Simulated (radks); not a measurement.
Excited configurations of the chlorine ion Cl7+: one electron is placed in a higher orbital outside [He] 2s2 2p5. The ground configuration is [Ne]. Method: Dirac Kohn-Sham, PBE, spin-unpolarised, spherical densities, point nucleus; open shells fill j = l - 1/2 first; computed with a radial shooting solver on a logarithmic mesh with Libxc functionals. Excitation = E - E(ground); binding = E(ion) - E, where the ion is the core of charge +8; n* = 8/sqrt(2 binding) in atomic units. These energies are relativistic, and a one-electron ion of charge +8 with no core already has n* below n in this formula (Dirac formula, point nucleus: 4s1/2 3.999, 5p1/2 4.999, 6p1/2 5.999, 6d3/2 5.999, 6f5/2 6.000, 7f5/2 7.000). The quantum defect is therefore taken as that value minus n*, so that it holds no relativistic shift of the bare ion.

outer orbital  excitation (eV)  binding (eV)     n*  quantum defect  <r> (bohr)
4s1/2                   278.10        71.429  3.492           0.507       2.305
5p1/2                   308.89        40.631  4.629           0.369       3.926
6p1/2                   321.91        27.619  5.615           0.384       5.834
6d3/2                   323.93        25.596  5.833           0.167       6.047
6f5/2                   324.79        24.737  5.933           0.067       5.887
7f5/2                   331.28        18.242  6.909           0.091       8.269

The Delta-SCF ionisation energy is 349.52 eV (NIST Atomic Spectra Database: 348.31 eV, measured). Self-interaction in the functional shifts the binding energies and quantum defects, so they are the method's values and not measured ones. Spin polarisation and multiplet splitting are left out, so open shells lie too high by an amount that depends on their filling.

Beside tabulated values, note that spin-unpolarised runs miss the spin-polarisation part of the exchange energy of open shells.
